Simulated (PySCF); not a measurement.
**Tl(OH)3 at several levels of theory**

Computed with PySCF 2.14.0 (density fitting, no spin-orbit coupling) at the geometry relaxed with r2SCAN:

```xyz
7
Tl(OH)3 (singlet)
Tl    0.6563   -0.0205    0.1857
O    -0.4323   -0.0053    1.9629
H    -1.3663    0.0519    1.7036
O    -0.1660    0.0120   -1.7609
H    -1.1325   -0.0116   -1.6771
O     2.7318   -0.0525    0.1030
H     2.9390   -0.0621   -0.8460
```

| level | basis | state | HOMO (eV) | gap (eV) | charge on Tl1 (e) | dipole about the centre of mass (D) | largest force component (eV/Å) |
| --- | --- | --- | --- | --- | --- | --- | --- |
| r2SCAN | Tl def2-SVP with ECP60, O def2-SVP, H def2-SVP | singlet | -6.87 | 3.30 | 0.73 | 2.69 | 0.03 |
| BP86 | the same | singlet | -6.55 | 2.82 | 0.59 | 2.60 | 0.47 |
| revPBE | the same | singlet | -6.37 | 2.83 | 0.62 | 2.55 | 0.59 |
| TPSS | the same | singlet | -6.56 | 3.04 | 0.65 | 2.59 | 0.39 |
| BLYP | the same | singlet | -6.29 | 2.76 | 0.58 | 2.55 | 0.65 |
| r2SCAN | Tl def2-TZVP with ECP60, O def2-TZVP, H def2-TZVP | singlet | -7.24 | 3.41 | 0.90 | 2.55 | 0.40 |

Charges are Mulliken's, which hang on the basis. The relaxation used the grid (50, 194), these runs (75, 302) or, all-electron (x2c bases, spin-free X2C Hamiltonian), (99, 590).

Task: What does r2SCAN with Tl x2c-SVPall, O x2c-SVPall, H x2c-SVPall give here?

Result: state singlet, HOMO (eV) -6.84, gap (eV) 3.26, charge on Tl1 (e) 0.81, dipole about the centre of mass (D) 2.67, largest force component (eV/Å) 0.33. Time: 47 s on 2 threads of AMD EPYC 7R43 64-Core Processor (Zen 3), with other jobs on the host, from free ions and atoms.

No frequency check is given that shows the relaxed geometry to be a minimum.
